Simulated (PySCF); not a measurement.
A small calculation by hand: oscillator strength and radiative lifetime

Si(F)(H)(SH)2 (FH₃S₂Si), SMILES F[SiH](S)S.

The structure is a stationary point at r2SCAN-D4/def2-SVP. One conformer was computed; it need not be the lowest.

TDDFT-M06-2X/def2-SVPD in PySCF puts the first singlet state with f over 0.02 at 6.72 eV (vertical), with the transition dipole (-0.137, 0.300, 0.231) in atomic units.

Problem. Find the oscillator strength, the wavelength and the radiative lifetime that this transition would have in vacuum if emission retraced absorption.

Solution. 
|μ|² = 0.1621 au, so |μ| = 1.02 D. ΔE = 6.72/27.211 = 0.2470 hartree. f = (2/3) ΔE |μ|² = 0.027 (the program prints 0.027).
λ = 1239.84/6.72 = 184 nm; ν = 54200 cm⁻¹.
Einstein's coefficient A = 0.6670 ν² f s⁻¹ (ν in cm⁻¹) = 5.2e7 s⁻¹, so τ = 1/A = 19 ns. This state is S3; the lower singlets have f = 0.001, 0.002. The figure is the radiative limit of this one transition; relaxation, internal conversion, crossing to triplets and a medium change what is measured.
